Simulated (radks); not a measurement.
Values are calculated unless marked as measured or tabulated.
Task: Hf39+, configuration [Ar] 3d9 4s2 4p3 5p1 (not the ground configuration). Level of theory: scalar-relativistic Kohn-Sham, BLYP, spin-polarised, spherical densities, finite nucleus; open shells are filled with parallel spins first (spin-orbit coupling, left out, can overturn this in heavy ions); Fermi nuclear charge, rms radius 5.347 fm (a radial shooting solver on a logarithmic mesh with Libxc functionals). Some entries of the table are withheld. Estimate them.

orbital  occ.  eigenvalue (eV)  r(max) (bohr)  <r> (bohr)
1s up       1        -67144.11        0.01190     0.01899
1s down     1        -67140.68        0.01190     0.01899
2s up       1        -13021.62        0.06803     0.08026
2s down     1        -13015.89        0.06802     0.08024
2p up       3        -11667.02        0.05562     0.07159
2p down     3        -11661.06        0.05562     0.07158
3s up       1        -4299.216         0.1902      0.2049
3s down     1        -4291.797         0.1903      0.2049
3p up       3        -3893.235         0.1873      0.2037
3p down     3        -3885.386         0.1874      0.2037
3d up       5        -3431.996         0.1517      0.1832
3d down     4        -3423.374         0.1518      0.1832
4s up       1              (1)            (2)      0.4111
4s down     1              (3)            (4)      0.4113
4p up       3        -1866.847         0.4149      0.4209
4p down     0        -1851.404         0.4148      0.4213
5p up       1        -1096.902         0.7441      0.7179
5p down     0        -1088.261         0.7452      0.7205

Result: 
(1) 4s up eigenvalue (eV): -2020.393
(2) 4s up r(max) (bohr): 0.4050
(3) 4s down eigenvalue (eV): -2004.833
(4) 4s down r(max) (bohr): 0.4048
